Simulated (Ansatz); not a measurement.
C2H7NSi can be A, `CC[Si]N`, or B, `N/C=C/[SiH3]`.

Computed with Ansatz on PBE0-D4/def2-TZVP structures; ΔE is electronic, products minus reactants. CCSD(T)/CBS adds triple-zeta CCSD(T) − MP2 to the extrapolated MP2 energy (def2 sets, frozen cores). Functionals use def2-TZVPP. B3LYP here is the variant with VWN-RPA as its local correlation; programs differ in this. Each species was taken in one conformer, which may not be the lowest.

Question: Which is lower in electronic energy at CCSD(T)/CBS, and by how much? (Best estimate.)

Answer: Computed: A, by 61.1 kJ/mol.

Question: Give E(B) − E(A) in kJ/mol with ωB97M-V, BLYP-D4, PBE-D4, CCSD(T)/def2-SVP, B3LYP-D4, CCSD/def2-TZVPP, B3LYP. (Best estimate.)

Answer: Computed: ωB97M-V 64.7, BLYP-D4 51.3, PBE-D4 53.5, CCSD(T)/def2-SVP 52.4, B3LYP-D4 51.2, CCSD/def2-TZVPP 61.5, B3LYP 47.3. None reverses the order clearly.

Question: Does the order hold for the free energy at 298.15 K (harmonic terms from PBE0-D4)? (An estimate is asked.)

Answer: Ansatz gave: Yes: G(B) − G(A) = +43.3 kJ/mol, for one conformer each.

Largest T1 diagnostic: 0.013.

Leaving LDA and LC-ωPBE aside and taking each functional with its dispersion term where it has one, the values, not all of them listed here, spread over 20.3 kJ/mol, from r2SCAN-D4 to ωB97M-V. LDA lies +5.5 kJ/mol from PBE without D4. The D4 term adds +3.9 kJ/mol with B3LYP and +1.9 kJ/mol with PBE0; it sums over pairs of atoms, weighted by their polarisabilities, and B3LYP, whose exchange is more repulsive, gets the larger term.
